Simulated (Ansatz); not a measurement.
Reaction (ligand exchange at the Si–N bond): `CN[SiH2]OC` + `C[SeH]` → `CO[SiH2][Se]C` + CH₃NH₂

Computed with Ansatz on PBE0-D4/def2-TZVP structures; ΔE is electronic, products minus reactants. CCSD(T)/CBS adds triple-zeta CCSD(T) − MP2 to the extrapolated MP2 energy (def2 sets, frozen cores). DFT in def2-TZVPP. B3LYP here is the variant with VWN-RPA as its local correlation; programs differ in this. For Se outer-core shells are correlated without core-valence functions, which leaves a few kJ/mol of doubt a bond. Scalar relativity is left out up to krypton. One conformer a species, not always the lowest.

`CN[SiH2]OC`:

Z-matrix (Å, degrees):
```
C
N 1 1.446
H 1 1.097 2 113.2
H 1 1.095 2 111.5 3 -122.0
H 1 1.093 2 109.3 3 119.7
Si 2 1.705 1 125.8 3 -101.3
H 2 1.008 1 113.8 3 64.7
O 6 1.647 2 117.4 1 85.9
H 6 1.490 2 105.3 1 -34.1
H 6 1.479 2 108.7 1 -157.1
C 8 1.406 6 122.5 2 -64.3
H 11 1.098 8 111.8 6 -49.6
H 11 1.096 8 111.4 6 71.8
H 11 1.092 8 108.6 6 -168.9
```

`C[SeH]`:

Z-matrix (Å, degrees):
```
C
Se 1 1.949
H 1 1.088 2 110.6
H 1 1.087 2 110.6 3 -123.3
H 1 1.089 2 106.0 3 118.4
H 2 1.468 1 95.4 3 61.7
```

`CO[SiH2][Se]C`:

```xyz
13

C     0.660    0.660    1.746
O     0.339    1.658    0.804
Si   -0.406    1.341   -0.621
Se    0.633   -0.199   -1.921
C    -0.210   -1.799   -1.167
H     1.087    1.145    2.625
H     1.398   -0.040    1.339
H    -0.229    0.098    2.056
H    -1.774    0.805   -0.367
H    -0.419    2.624   -1.354
H    -0.065   -2.597   -1.892
H    -1.275   -1.624   -1.025
H     0.261   -2.071   -0.225
```

CH₃NH₂:

```xyz
7

C    -0.215   -0.115    0.513
N     0.021    0.211   -0.883
H     0.688   -0.293    1.115
H    -0.838   -1.010    0.575
H    -0.775    0.696    0.985
H     0.530   -0.533   -1.342
H     0.589    1.045   -0.963
```

```json
{"level": "r2SCAN-D4", "ΔE (kcal/mol)": "-1.0", "difference from CCSD(T)/CBS": "-0.1"}
{"level": "ωB97X-V", "ΔE (kcal/mol)": "0.2", "difference from CCSD(T)/CBS": "1.1"}
{"level": "B2PLYP", "ΔE (kcal/mol)": "0.5", "difference from CCSD(T)/CBS": "1.4"}
{"level": "B3LYP", "ΔE (kcal/mol)": "0.8", "difference from CCSD(T)/CBS": "1.7"}
{"level": "MP2/def2-TZVPP", "ΔE (kcal/mol)": "-0.6", "difference from CCSD(T)/CBS": "0.3"}
{"level": "CCSD/def2-TZVPP", "ΔE (kcal/mol)": "0.8", "difference from CCSD(T)/CBS": "1.7"}
{"level": "MP2/def2-QZVPP", "ΔE (kcal/mol)": "-1.1", "difference from CCSD(T)/CBS": "-0.2"}
{"level": "SCS-MP2/def2-QZVPP", "ΔE (kcal/mol)": "-0.1", "difference from CCSD(T)/CBS": "0.8"}
{"level": "HF/CBS(def2)", "ΔE (kcal/mol)": "2.5", "difference from CCSD(T)/CBS": "3.4"}
{"level": "MP2/CBS(def2)", "ΔE (kcal/mol)": "-1.7", "difference from CCSD(T)/CBS": "-0.8"}
{"level": "CCSD(T)/CBS", "ΔE (kcal/mol)": "-0.9", "difference from CCSD(T)/CBS": "0"}
```

Largest T1 diagnostic among the species: 0.011.

In def2-TZVPP, CCSD(T) changes the Hartree–Fock value by −2.0 kcal/mol (the triples alone add −0.5 kcal/mol) and MP2 by −2.8 kcal/mol. The D4 term adds −0.9 kcal/mol with B3LYP and −0.5 kcal/mol with PBE0; it sums over pairs of atoms, weighted by their polarisabilities, and B3LYP, whose exchange is more repulsive, gets the larger term.
